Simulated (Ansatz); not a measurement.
Input for Ansatz (an electronic-structure program): U-CCSD(T)/def2-TZVPP on H4Sn (SMILES [SnH4]), a point of a bond scan (R = 2.563 Å). Elements past Kr take the def2 small-core potentials; no spin–orbit coupling. The run froze 9 orbitals, filled d shells among them.

Ansatz 0.2 input:
```yaml
crystal:
  periodic: [false, false, false]
  atoms:
    - {symbol: Sn, position_ang: [-0.00000000, -0.00000000, -0.00000000]}
    - {symbol: H, position_ang: [1.95248583, 1.04992351, -1.28582818]}
    - {symbol: H, position_ang: [0.60242146, -0.85906066, 1.34839436]}
    - {symbol: H, position_ang: [-1.05716935, 1.23097093, 0.53494647]}
    - {symbol: H, position_ang: [-0.84690933, -1.07185928, -1.02612204]}
basis:
  gaussian:
    orbitals: def2-TZVPP
correlation: {method: ccsd_t, electrons: outside_noble_gas}
scf: {omitted_lower_state_checks: [cluster_reference]}
magnetization: {spin_polarized: true, initial_magnetization: 0}
```

The head of its log:

```
WARN ansatz: RAYON_NUM_THREADS=2 ignored (pool sized by the plan → 2); use --threads N
Functional definition: HF
these checks for a lower state are left out or cut short: cluster_reference
integrals: 0.21 GiB planned
754 factors; integrals over basis functions are off by at most 1.2e-3 eV
mean field: 0.24 GiB planned
mean field evaluation 1: about -5865.2545 eV, gradient 7.4e0 eV
mean field evaluation 2: about -5865.2546 eV, gradient 7.4e0 eV
mean field evaluation 4: about -5865.8104 eV, gradient 1.1e0 eV
mean field evaluation 8: about -5865.8170 eV, gradient 7.3e-4 eV
mean field evaluation 16: about -5866.0052 eV, gradient 1.3e-2 eV
mean field evaluation 32: about -5866.0052 eV, gradient 1.6e-6 eV
mean field -5866.00522427 eV, -215.5717158706 hartree, gradient 1.1e-6 eV, S^2 0.451343; 2 other end points of the search recorded, 0 dependent functions left out
9 core orbitals not correlated
reference -5866.00522427 eV, -215.5717158706 hartree; 4, 4 occupied and 93, 93 virtual orbitals, 754 factors
```

Task: Give the final energy of this run.

Result: -215.7366 hartree (reference determinant -215.5717, T1 diagnostic 0.087). Its determinant has ⟨S²⟩ = 0.45, a mixture of spin states.
